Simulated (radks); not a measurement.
Values are calculated unless marked as measured or tabulated.
Coulomb parameter of the 5d shell of the hafnium ion Hf+ in the model configuration [Xe] 4f14 5d2 6s1, as a second difference U = [E(n + 0.5) + E(n - 0.5) - 2 E(n)] / (0.5)^2 with all orbitals relaxed. "Bare": the charge of the atom changes with n. "Screened": the 6s shell takes up the change at fixed total charge, which measures U(5d,5d) + U(6s,6s) - 2 U(5d,6s). Code: a radial shooting solver on a logarithmic mesh with Libxc functionals. Model: scalar-relativistic Kohn-Sham, LDA (Slater exchange, Perdew-Wang correlation), spin-unpolarised, spherical densities, point nucleus.

| case | configuration | E - E(n) (eV) |
|---|---|---|
| start | [Xe] 4f14 5d2 6s1 | 0.000 |
| bare +0.5 | [Xe] 4f14 5d2.5 6s1 | -3.724 |
| bare -0.5 | [Xe] 4f14 5d1.5 6s1 | 5.842 |
| screened +0.5 | [Xe] 4f14 5d2.5 6s0.5 | 0.952 |
| screened -0.5 | [Xe] 4f14 5d1.5 6s1.5 | -0.811 |

U(bare) = 8.473 eV, U(screened by 6s) = 0.566 eV, against the Slater integral F0(5d,5d) = 10.937 eV with frozen orbitals.
